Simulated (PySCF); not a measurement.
Species: C3H11NO2Si2.
Numbering: `[CH3:1][O:2][Si@@H:3]([SiH3:4])[NH:5][C:6]([CH3:7])=[O:8]` (hydrogens: H9, H10, H11 on C1; H12 on Si3; H13, H14, H15 on Si4; H16 on N5; H17, H18, H19 on C7)

Geometry (GFN2-xTB, Å), atoms numbered from 1 in this order:
```xyz
19
C3H11NO2Si2 angstrom
C      1.9051   -1.8162    1.9131
O      1.0909   -1.4524    0.8439
Si    -0.0535   -0.2897    0.8904
Si     0.6232    1.9033    0.9879
N     -0.7118   -0.5327   -0.7219
C     -1.1933    0.5233   -1.3911
C     -1.7815    0.2441   -2.7554
O     -1.1538    1.6487   -0.9202
H      2.6264   -2.5529    1.5581
H      2.4374   -0.9503    2.3123
H      1.3078   -2.2532    2.7172
H     -1.1377   -0.7659    1.7754
H     -0.4425    2.8048    1.4055
H      1.6660    2.0309    2.0421
H      1.3049    2.3732   -0.2193
H     -0.7329   -1.4286   -1.1823
H     -1.0090   -0.1502   -3.4131
H     -2.1763    1.1647   -3.1758
H     -2.5792   -0.4917   -2.6741
```

Computed at PBE0/pcSseg-1 (PySCF, non-relativistic), with Q(17O) = −0.0256 b, Q(14N) = 0.02044 b: O2, 17O (I = 5/2): χzz = -10.14 MHz, η = 0.500; N5, 14N (I = 1): χzz = -3.198 MHz, η = 0.584; O8, 17O (I = 5/2): χzz = 8.890 MHz, η = 0.144.

(1) Find the zero-field quadrupole resonance frequencies of 17O at O2.

(2) Find the zero-field quadrupole resonance frequencies of 14N at N5.

(3) Find the zero-field quadrupole resonance frequencies of 17O at O8.

## Answers

(1) From the eigenvalues of H = χ/[4I(2I − 1)] × [3Iz² − I(I + 1) + η(Ix² − Iy²)], steps between neighbouring levels, labelled as for η = 0: ±1/2↔±3/2 1.888 MHz, ±3/2↔±5/2 2.912 MHz (silyl ether oxygen).

(2) From ν± = (3/4)|χ|(1 ± η/3) and ν0 = |χ|η/2: ν+ 2.866 MHz, ν− 1.931 MHz, ν0 0.934 MHz (amide nitrogen).

(3) From the eigenvalues of H = χ/[4I(2I − 1)] × [3Iz² − I(I + 1) + η(Ix² − Iy²)], steps between neighbouring levels, labelled as for η = 0: ±1/2↔±3/2 1.363 MHz, ±3/2↔±5/2 2.656 MHz (amide oxygen).

In a crystal, neighbours and librations shift these lines. Geometry: GFN2-xTB, one conformer, isolated molecule. GFN2-xTB bond lengths can be off by several hundredths of an ångström, more for odd bonds, and the gradients follow them. With a basis this small, the couplings can be 20 % off.
